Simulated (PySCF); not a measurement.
# Correlation energy of O³⁺ (oxygen, charge +3)

[He] 2s2 2p1, 2P determinant. Calculation: PySCF 2.14, in cc-pVDZ (3s2p1d, 14 functions); the non-relativistic Hamiltonian (point nucleus). Frozen: 1s2; 3 electrons correlated.

MP2 pair energies summed by pair of shells (mhartree):

| pair | energy | share (%) |
| --- | --- | --- |
| 2s-2s | -33.70 | 66.7 |
| 2s-2p | -16.80 | 33.3 |

Total MP2 correlation energy: -50.50 mhartree.

Same-spin part -2.30 and opposite-spin part -48.21 mhartree; SCS-MP2 scales them by 1/3 and 6/5 to -58.61 mhartree.

```json
{"level": "CCSD", "correlation energy (mhartree)": "-82.01"}
{"level": "(T)", "correlation energy (mhartree)": "-0.48"}
{"level": "CCSD(T)", "correlation energy (mhartree)": "-82.49"}
```

Diagnostics: T1 = 0.0052, D1 = 0.0098, largest double amplitude 0.138.

Task: Is a single reference adequate?

Result: Mostly. T1 lies below 0.03, but a double amplitude of this size points to a near-degeneracy that CCSD handles and MP2 describes poorly.
